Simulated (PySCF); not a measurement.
## Löwdin shares of the frontier orbitals

Compound: Sb(SiH3)3.
Z-matrix (Å and degrees, PBE0-D3(BJ)/def2-SVP geometry), rows numbered from 1:
```
Sb
Si  1  2.5782
H   2  1.4957  1  111.77
H   2  1.4950  1  109.22  3  -120.71
H   2  1.4950  1  108.98  3   120.54
Si  1  2.5782  2   90.06  3   -45.06
H   6  1.4960  1  111.80  2    47.30
H   6  1.4950  1  109.01  2   -73.21
H   6  1.4949  1  109.18  2   167.95
Si  1  2.5784  2   90.59  3    45.29
H  10  1.4959  1  111.73  2   -40.64
H  10  1.4951  1  109.07  2  -161.20
H  10  1.4946  1  109.19  2    80.01
```

Method used: TDDFT PBE0/def2-SVPD, vertical, gas phase, core orbitals frozen in the response, def2 core potentials past Kr in PySCF 2.14.0, density-fitted response routines. Spin–orbit coupling is left out.

Frontier orbitals with the atoms that hold most of them (Löwdin shares over 4%, at most four atoms; ? is withheld):

```tsv
orbital	ε (eV)	atoms
LUMO+2	-0.39	Sb1 27%, Si6 14%, Si2 14%, Si10 14%
LUMO+1	-0.63	Sb1 41%, Si6 18%, Si10 17%, Si2 5%
LUMO	-0.63	Sb1 41%, Si2 21%, Si10 10%, Si6 8%
HOMO	?	?
HOMO-1	-7.90	Sb1 36%, Si6 22%, Si2 17%, H9 6%
HOMO-2	-7.91	Sb1 36%, Si10 25%, Si2 12%, Si6 7%
HOMO-3	-9.76	Si2 20%, Si10 17%, H5 12%, H12 11%
```

(1) Give the leading atoms of the HOMO.

(2) What is the HOMO energy, and the HOMO–LUMO gap?

Answers

(1) Sb1 (bonded to 3 Si) 60%; Si10 (bonded to Sb and 3 H) 10%; Si2 (bonded to Sb and 3 H) 10%; Si6 (bonded to Sb and 3 H) 10%. By element: antimony 60%, silicon 29%.

(2) ε(HOMO) = -7.10 eV; the gap is 6.46 eV (0.2375 hartree).

Q: The HOMO–LUMO gap is 6.46 eV. Where does the response calculation put the lowest singlet, and from which orbitals?

A: S1 is at 5.44 eV (f = 0.044), 1.02 eV below the gap, made of HOMO→LUMO/LUMO+1 (≥90%). Without the coupling terms of the response equations the lowest excitation would equal the gap.

Next come S2 at 5.45 eV (f 0.046), HOMO→LUMO/LUMO+1 (≥89%); S3 at 5.61 eV (f 0.075), HOMO→LUMO+2 (97%); S4 at 5.93 eV (f 0.0003), HOMO→LUMO+3 (82%); S5 at 5.94 eV (f 0.0005), HOMO→LUMO+4 (80%).

Orbitals of the list HOMO-3 to LUMO+2 that lie within 0.01 eV of each other are written together with a slash and their weights summed (≥ marks a lower bound); for degenerate orbitals outside that list single weights are arbitrary.

On one thread, Arm Neoverse V1 (aarch64), no GPU (shared host), this took 2.0 min of wall time (with the writing of density and orbital grids) and 0.85 GiB of memory at its peak.
